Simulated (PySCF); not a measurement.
Species: C12H14O2.
SMILES: `CC(=O)O[C@@H]1CCC2=CC=CC=C2C1`

The closed-shell ground state was solved at several levels (PySCF, density fitting, gas phase, non-relativistic). The structure is a single PBE0-D3(BJ)/def2-SVP conformer in the gas phase; no vibrational or solvent corrections.

```
          level  basis functions  HOMO (eV)  LUMO (eV)  gap (eV)  dipole (D)
    B3LYP/pcJ-1              518      -6.69      -0.47      6.22        2.00
B3LYP/def2-SVPD              398      -6.71      -0.55      6.16        2.08
 B97-2/pcSseg-1              308      -6.69      -0.34      6.35        2.01
```

(1) What might PBE0/pcSseg-1 (308 basis functions) give for the same quantities?

(2) Over all these levels, which gives the widest orbital gap and which the narrowest?

(3) How far do the dipole and the HOMO energy spread over the levels?

Results:

(1) HOMO -6.93 eV, LUMO -0.31 eV, gap 6.62 eV, dipole 2.01 D.

(2) PBE0/pcSseg-1 (global hybrid, 25 % exact exchange) has the widest, 6.62 eV, and B3LYP/def2-SVPD (global hybrid, 20 % exact exchange) the narrowest, 6.16 eV. Functional and basis both differ between the two, so the spread mixes both effects.

(3) The dipole runs from 2.00 to 2.08 D (mean 2.02 D) and the HOMO from -6.93 to -6.69 eV.
